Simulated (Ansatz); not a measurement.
`CC(C)=C[SiH3]` → `CC/C=C/[SiH3]`  (isomerisation)

Gas-phase electronic energies from Ansatz, PBE0-D4/def2-TZVP geometries. CCSD(T)/CBS is the MP2 limit (def2-TZVPP, def2-QZVPP) plus CCSD(T) − MP2 in def2-TZVPP, frozen cores. DFT in def2-TZVPP. One conformer a species, not always the lowest.

```json
{"level": "PBE-D4", "ΔE (kcal/mol)": "3.3"}
{"level": "ωB97M-V", "ΔE (kcal/mol)": "2.7"}
{"level": "r2SCAN", "ΔE (kcal/mol)": "3.2"}
{"level": "PBE0", "ΔE (kcal/mol)": "2.5"}
{"level": "HF/def2-TZVPP", "ΔE (kcal/mol)": "0.4"}
{"level": "MP2/def2-TZVPP", "ΔE (kcal/mol)": "2.7"}
{"level": "MP2/def2-QZVPP", "ΔE (kcal/mol)": "2.7"}
{"level": "SCS-MP2/def2-QZVPP", "ΔE (kcal/mol)": "2.1"}
```

(1) What does CCSD(T)/CBS give? (An estimate is asked.)

Largest T1 diagnostic among the species: 0.011.

Results:

(1) Ansatz gave: +2.3 kcal/mol. The listed levels differ from it by 1.0, 0.4, 0.9, 0.2, -1.9, 0.4, 0.4, -0.2 kcal/mol.

In def2-TZVPP, CCSD(T) changes the Hartree–Fock value by +1.8 kcal/mol (the triples alone add +0.3 kcal/mol) and MP2 by +2.3 kcal/mol. The D4 term adds +1.0 kcal/mol with B3LYP and +0.6 kcal/mol with PBE0; it sums over pairs of atoms, weighted by their polarisabilities, and B3LYP, whose exchange is more repulsive, gets the larger term.

CCSD(T)/CBS has its own doubt, a few kJ/mol and more with outer-core shells, so smaller differences from it don't rank the levels.

B3LYP here is the variant with VWN-RPA as its local correlation; programs differ in this.
